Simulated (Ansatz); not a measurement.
Steps of a relaxation of CH6BrNOSi (`C[Si](N)(O)Br`) with RKS PBE-D4/def2-SVP.

```sh
$ ansatz run in.yaml --threads 2 --pin off --events-out ev --progress --plain --max-ram 22528MiB --backend cpu
```

```yaml
crystal:
  periodic: [false, false, false]
  atoms:
    - {symbol: C, position_ang: [-1.463400, 0.180300, -0.163300]}
    - {symbol: Si, position_ang: [0.299200, 0.194500, 0.068700]}
    - {symbol: N, position_ang: [1.087100, -0.671700, -1.136800]}
    - {symbol: O, position_ang: [0.875200, -0.538400, 1.449600]}
    - {symbol: Br, position_ang: [1.123000, 2.228300, 0.067700]}
    - {symbol: H, position_ang: [-1.786400, 0.720200, -1.121800]}
    - {symbol: H, position_ang: [-1.989900, 0.775100, 0.631100]}
    - {symbol: H, position_ang: [-1.891100, -0.769500, -0.196200]}
    - {symbol: H, position_ang: [2.119600, -0.483500, -0.966200]}
    - {symbol: H, position_ang: [1.003000, -1.662100, -0.900100]}
    - {symbol: H, position_ang: [0.689000, -0.030100, 2.288000]}
basis:
  gaussian: {orbitals: def2-SVP}
hamiltonian: {xc: pbe, dispersion: d4}
relax: {f_tol: 0.03, max_steps: 200}
```

Positions (Å) and forces (eV/Å) along the path, 12 of 25 steps:

```xyz
11
step=1 energy=-82564.6595 eV
C    -1.463    0.180   -0.163   -1.800    3.487   -0.599
Si    0.299    0.195    0.069    0.889    0.028    0.838
N     1.087   -0.672   -1.137    2.311   -0.395   -1.169
O     0.875   -0.538    1.450   -0.429    0.508    1.887
Br    1.123    2.228    0.068    0.178    1.056   -0.066
H    -1.786    0.720   -1.122    0.555   -0.551    0.740
H    -1.990    0.775    0.631    0.194   -0.349   -0.121
H    -1.891   -0.769   -0.196   -0.934   -2.412    0.006
H     2.120   -0.483   -0.966   -1.046   -0.224   -0.548
H     1.003   -1.662   -0.900   -0.140   -0.504   -0.217
H     0.689   -0.030    2.288    0.222   -0.642   -0.750
11
step=2 energy=-82565.0715 eV
C    -1.467    0.212   -0.144   -1.080    0.965   -0.335
Si    0.339    0.176    0.084    0.525    0.196    0.578
N     1.134   -0.693   -1.165    0.995   -0.311   -0.217
O     0.831   -0.535    1.526   -0.193    0.360    0.535
Br    1.063    2.312    0.047    0.051    0.044   -0.030
H    -1.735    0.719   -1.107    0.188   -0.187    0.288
H    -1.981    0.793    0.657    0.134   -0.127   -0.060
H    -1.911   -0.783   -0.168   -0.192   -0.636    0.024
H     2.157   -0.531   -1.052   -0.417   -0.058   -0.313
H     1.020   -1.704   -0.995   -0.090    0.006   -0.205
H     0.615   -0.023    2.336    0.080   -0.252   -0.264
11
step=4 energy=-82565.1130 eV rejected
C    -1.464    0.204   -0.124    0.434   -0.050    0.131
Si    0.404    0.159    0.184   -0.955    0.517   -1.493
N     1.205   -0.741   -1.032    0.568    0.013   -0.431
O     0.766   -0.421    1.657    0.236   -0.419    1.940
Br    1.125    2.300    0.019    0.091   -0.024   -0.013
H    -1.678    0.642   -1.119   -0.017    0.009    0.026
H    -1.942    0.827    0.655   -0.148    0.037    0.001
H    -1.899   -0.816   -0.075   -0.018   -0.004   -0.003
H     2.162   -0.500   -1.316   -0.187    0.012    0.137
H     0.996   -1.707   -1.293   -0.178    0.066    0.171
H     0.390   -0.003    2.463    0.173   -0.156   -0.466
11
step=6 energy=-82565.1941 eV
C    -1.462    0.199   -0.123   -0.033   -0.031   -0.028
Si    0.388    0.182    0.145    0.040    0.042   -0.039
N     1.193   -0.686   -1.113   -0.134    0.005    0.071
O     0.791   -0.450    1.648    0.014   -0.007    0.032
Br    1.144    2.313    0.029    0.001   -0.036    0.017
H    -1.703    0.643   -1.109   -0.008    0.003    0.007
H    -1.977    0.790    0.660    0.009   -0.004   -0.006
H    -1.866   -0.835   -0.093   -0.007    0.009   -0.001
H     2.207   -0.572   -1.187    0.011   -0.070   -0.022
H     0.916   -1.664   -1.256    0.096    0.079   -0.013
H     0.434    0.023    2.421    0.012    0.011   -0.016
11
step=7 energy=-82565.1954 eV
C    -1.467    0.197   -0.129   -0.006    0.013    0.002
Si    0.385    0.182    0.146    0.010    0.004   -0.030
N     1.184   -0.686   -1.114    0.020   -0.023    0.017
O     0.794   -0.447    1.649   -0.012   -0.019    0.035
Br    1.151    2.308    0.041   -0.009   -0.004   -0.004
H    -1.707    0.652   -1.110    0.006   -0.006    0.009
H    -1.982    0.782    0.659   -0.004   -0.006   -0.002
H    -1.873   -0.836   -0.108    0.005    0.001    0.000
H     2.199   -0.572   -1.193   -0.024   -0.010    0.001
H     0.930   -1.671   -1.245    0.003    0.043   -0.005
H     0.452    0.034    2.423    0.011    0.007   -0.023
11
step=9 energy=-82565.1963 eV
C    -1.465    0.189   -0.132    0.012    0.006   -0.026
Si    0.384    0.184    0.155   -0.010   -0.046   -0.064
N     1.190   -0.677   -1.105   -0.048    0.175    0.065
O     0.787   -0.451    1.658    0.048   -0.033   -0.088
Br    1.132    2.315    0.052    0.010    0.015    0.038
H    -1.698    0.640   -1.117   -0.006    0.005   -0.001
H    -1.990    0.773    0.649   -0.002   -0.006    0.007
H    -1.865   -0.846   -0.115   -0.005   -0.009    0.011
H     2.208   -0.624   -1.148    0.134    0.032    0.001
H     0.882   -1.628   -1.305   -0.103   -0.209   -0.048
H     0.500    0.069    2.426   -0.029    0.072    0.108
11
step=11 energy=-82565.1978 eV
C    -1.464    0.183   -0.140   -0.008   -0.002   -0.021
Si    0.385    0.179    0.156   -0.014    0.046    0.028
N     1.193   -0.690   -1.092    0.036   -0.188   -0.083
O     0.790   -0.431    1.669   -0.017   -0.007    0.039
Br    1.125    2.321    0.082   -0.003   -0.035   -0.013
H    -1.698    0.658   -1.115    0.003   -0.040    0.052
H    -1.991    0.746    0.657    0.016   -0.021   -0.028
H    -1.858   -0.856   -0.142    0.003    0.042   -0.009
H     2.216   -0.649   -1.146   -0.111   -0.016    0.023
H     0.851   -1.628   -1.340    0.072    0.230    0.063
H     0.518    0.110    2.433    0.023   -0.009   -0.050
11
step=17 energy=-82565.2273 eV
C    -1.469    0.131   -0.173    0.029    0.003   -0.022
Si    0.364    0.169    0.199   -0.034   -0.034    0.020
N     1.202   -0.738   -0.987    0.092   -0.049    0.073
O     0.776   -0.401    1.722    0.021    0.003    0.042
Br    1.003    2.354    0.223    0.013    0.059   -0.007
H    -1.668    0.548   -1.180   -0.022    0.000   -0.009
H    -2.026    0.742    0.564   -0.003    0.001    0.006
H    -1.858   -0.907   -0.132    0.000   -0.003    0.005
H     2.193   -0.977   -0.915   -0.088    0.022   -0.007
H     0.707   -1.272   -1.698   -0.009    0.005   -0.083
H     0.842    0.296    2.400    0.001   -0.007   -0.018
11
step=18 energy=-82565.2433 eV
C    -1.475    0.124   -0.173   -0.046   -0.022    0.024
Si    0.354    0.138    0.215    0.113    0.144    0.014
N     1.181   -0.829   -0.928    0.029    0.045    0.365
O     0.794   -0.388    1.748   -0.075   -0.017   -0.146
Br    0.999    2.346    0.193   -0.046   -0.117    0.001
H    -1.672    0.577   -1.166    0.028   -0.010    0.026
H    -2.033    0.714    0.581    0.005   -0.001   -0.007
H    -1.873   -0.912   -0.168    0.010    0.001    0.011
H     2.184   -1.000   -0.897    0.116   -0.015    0.012
H     0.743   -1.167   -1.774   -0.154   -0.055   -0.350
H     0.864    0.340    2.390    0.019    0.046    0.050
11
step=19 energy=-82565.2633 eV
C    -1.483    0.118   -0.156    0.069    0.026   -0.015
Si    0.356    0.142    0.203   -0.144   -0.075    0.146
N     1.164   -0.885   -0.905   -0.050   -0.137   -0.277
O     0.773   -0.389    1.736    0.024   -0.016    0.059
Br    1.015    2.321    0.144    0.025    0.153   -0.019
H    -1.688    0.499   -1.176   -0.017   -0.005   -0.029
H    -2.028    0.768    0.557    0.008   -0.025    0.007
H    -1.877   -0.916   -0.074    0.004    0.025    0.010
H     2.176   -1.028   -0.856   -0.040    0.013   -0.007
H     0.805   -0.998   -1.861    0.123    0.061    0.233
H     0.852    0.312    2.407   -0.003   -0.018   -0.108
11
step=23 energy=-82565.2715 eV
C    -1.502    0.115   -0.155   -0.003    0.005   -0.011
Si    0.331    0.126    0.207   -0.012   -0.033    0.014
N     1.144   -0.908   -0.903   -0.001    0.013   -0.015
O     0.747   -0.419    1.736    0.022    0.045    0.018
Br    0.992    2.319    0.151    0.005   -0.002    0.009
H    -1.699    0.426   -1.201   -0.006    0.004    0.011
H    -2.035    0.818    0.514   -0.003   -0.002   -0.005
H    -1.914   -0.903   -0.005    0.008    0.001   -0.002
H     2.150   -1.057   -0.786    0.006   -0.015   -0.001
H     0.894   -0.874   -1.893    0.000   -0.001   -0.006
H     0.958    0.301    2.357   -0.015   -0.014   -0.011
11
step=25 energy=-82565.2721 eV
C    -1.497    0.115   -0.155   -0.024    0.001   -0.003
Si    0.335    0.125    0.208    0.003   -0.003   -0.007
N     1.144   -0.912   -0.902   -0.002    0.006    0.013
O     0.759   -0.406    1.738    0.005   -0.001   -0.001
Br    0.996    2.319    0.143   -0.001    0.001    0.003
H    -1.700    0.462   -1.189    0.006   -0.007    0.021
H    -2.037    0.790    0.539    0.009   -0.013   -0.013
H    -1.902   -0.912   -0.041    0.008    0.021   -0.002
H     2.149   -1.072   -0.792   -0.005    0.000   -0.002
H     0.884   -0.885   -1.891    0.005   -0.004   -0.003
H     0.935    0.319    2.363   -0.003    0.000   -0.007
```

It took 60 s on 2 threads of an AMD EPYC 7R13 on a shared host, with 0.24 GiB of host memory at the peak.
